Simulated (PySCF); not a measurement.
C₄H₉FSi, SMILES CC[SiH2]/C=C\F. Heavy atoms are numbered as in [CH3:1][CH2:2][SiH2:3]/[CH:4]=[CH:5]\[F:6]. Hydrogens are named by the atom that carries them.

Geometry optimised at PBE0-D3(BJ)/def2-SVP. The structure was generated by enumeration; whether it is a known compound was not checked. The values are those of a single conformer.

The numbers are results of B3LYP/pcSseg-1 (PySCF), not measurements.

GIAO shieldings, no solvent; atoms alike by connectivity are averaged. δ = σ(ref) − σ: ¹³C against TMS (σ = 181.3 ppm); ²⁹Si against TMS (σ = 338.7 ppm); ¹⁹F against CFCl3 (σ = 161.7 ppm); ¹H against TMS (σ = 31.68 ppm), references at their B3LYP-D3(BJ)/def2-TZVP geometries, non-relativistic.

| atoms | nucleus | count | δ (ppm) |
|---|---|---|---|
| C5 (CH) | ¹³C | 1 | ___ |
| C4 (CH) | ¹³C | 1 | ___ |
| C1 (CH3) | ¹³C | 1 | ___ |
| C2 (CH2) | ¹³C | 1 | 8.0 |
| Si3 (SiH2) | ²⁹Si | 1 | -48.2 |
| F6 | ¹⁹F | 1 | -91.3 |
| H on C5 | ¹H | 1 | ___ |
| H on C4 | ¹H | 1 | 4.76 |
| H on Si3 | ¹H | 2 | 4.66 |
| H on C1 | ¹H | 3 | 1.44 |
| H on C2 | ¹H | 2 | ___ |

**Question.** What belongs in the gaps? (An estimate is asked for; the answer gives what the named calculation found.)

**Answer.** 
- C4 (CH), δ (ppm): 106.4
- C5 (CH), δ (ppm): 172.1
- H on C2, δ (ppm): 0.96
- C1 (CH3), δ (ppm): 13.2
- H on C5, δ (ppm): 7.27
